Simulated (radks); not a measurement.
Values are calculated unless marked as measured or tabulated.
All-electron atom: Hg V in [Kr] 4d10 4f14 5s2 5d(up 4.5, down 4.5) 5p(up 2.75, down 2.25) (fractional occupations, a model configuration). Code: a radial shooting solver on a logarithmic mesh with Libxc functionals. Model: scalar-relativistic Kohn-Sham, PBE, spin-polarised, spherical densities, finite nucleus; Fermi nuclear charge, rms radius 5.4648 fm.

Radial electron density D(r) = 4 pi r^2 rho(r):

r (bohr)   D(r) (e/bohr)    spin D(r)
0.0006267          5.460  -0.00000198
0.0007237          6.798  -0.00000219
0.0008291          8.342  -0.00000228
0.0009576          10.33  -0.00000213
0.001097           12.60  -0.00000155
0.001267           15.49    -1.20e-07
0.001452           18.76   0.00000254
0.001676           22.86   0.00000769
0.001921           27.41    0.0000162
0.002218           33.00    0.0000313
0.002562           39.44    0.0000567
0.002935           46.30    0.0000956
0.003389           54.34     0.000162
0.003883           62.57     0.000261
0.004485           71.73     0.000426
0.005138           80.52     0.000667
0.005934           89.54      0.00106
0.006798           97.30      0.00162
0.007851           104.1      0.00251
0.009067           108.9      0.00383
0.01039            111.1      0.00562
0.012              110.8      0.00828
0.01374            108.4       0.0117
0.01587            104.4       0.0165
0.01819            100.6       0.0221
0.021              98.52       0.0290
0.02406            100.0       0.0361
0.02779            106.5       0.0430
0.03209            117.7       0.0477
0.03677            130.7       0.0482
0.04246            143.3       0.0430
0.04865            150.1       0.0323
0.05618            148.8       0.0174
0.06437            140.0      0.00516
0.07434            127.3      0.00231
0.08517            118.6       0.0155
0.09836            118.6       0.0457
0.1136             127.8       0.0800
0.1301             137.8       0.0958
0.1503             139.2       0.0779
0.1722             126.7       0.0339
0.1989             103.6     -0.00501
0.2278             84.35      0.00760
0.2631             77.38       0.0843
0.3015             83.14        0.170
0.3482             91.34        0.196
0.4021             89.65        0.120
0.4606             76.25       0.0179
0.532              56.04      0.00340
0.6095             39.39        0.146
0.7039             28.73        0.412
0.8064             24.15        0.641
0.9314             21.46        0.728
1.067              18.50        0.638
1.232              14.33        0.435
1.423              9.865        0.231
1.63               6.196       0.0960
1.883              3.342       0.0236
2.157              1.638    -0.000197
2.491             0.6580     -0.00435
2.854             0.2329     -0.00277
3.297            0.06165     -0.00105
3.777            0.01356    -0.000295
4.362           0.001983   -0.0000532

D(r) has 4 maxima, at r = 0.0110, 0.0515, 0.142, 0.368 bohr, and minima at 0.0213, 0.0915, 0.261 bohr, inside which lie 1.88, 11.01, 30.05 electrons.
